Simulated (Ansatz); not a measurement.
CH4S, charge +1, doublet, geometry from GFN2-xTB (a state made from the parent by changing its charge; the spin is typed, not shown lowest); B3LYP/STO-3G (Ansatz, a quantum-chemistry and plane-wave program).

The Ansatz input:
Ansatz 0.2 input:
```yaml
crystal:
  periodic: [false, false, false]
  atoms:
    - {symbol: C, position_ang: [-1.02943993, -0.44430689, 0.04872881]}
    - {symbol: S, position_ang: [0.55907768, 0.33245669, -0.03583469]}
    - {symbol: H, position_ang: [-1.13665527, -0.99947606, 0.98682976]}
    - {symbol: H, position_ang: [-1.80491537, 0.31648919, -0.02717459]}
    - {symbol: H, position_ang: [-1.14183024, -1.17864672, -0.75616545]}
    - {symbol: H, position_ang: [1.31479765, -0.79183217, 0.07749249]}
basis:
  gaussian:
    orbitals: STO-3G
hamiltonian:
  xc: b3lyp
total_charge: 1
magnetization: {spin_polarized: true, initial_magnetization: 1}
accuracy: high
```

**Question.** Predict the main parts of the log of this Ansatz run.

**Answer.** 
```
Functional definition: B3LYP
311 factors; integrals over basis functions are off by at most 2.5e-8 eV
mean field evaluation 1: about -11796.4103 eV, gradient 1.2e1 eV
mean field evaluation 2: about -11796.3012 eV, gradient 1.3e1 eV
mean field evaluation 4: about -11797.3615 eV, gradient 2.1e-1 eV
mean field evaluation 8: about -11797.3304 eV, gradient 3.3e-3 eV
mean field evaluation 16: about -11797.3304 eV, gradient 2.6e-7 eV
mean field -11797.33039755 eV, -433.5438955923 hartree, gradient 2.6e-8 eV, S^2 0.751717; 0 other end points of the search recorded, 0 dependent functions left out
reference -11797.33042514 eV, -433.5438966062 hartree; 13, 12 occupied and 5, 6 virtual orbitals, 311 factors
Total energy: -11797.33042514 eV, -433.5438966062 hartree
```
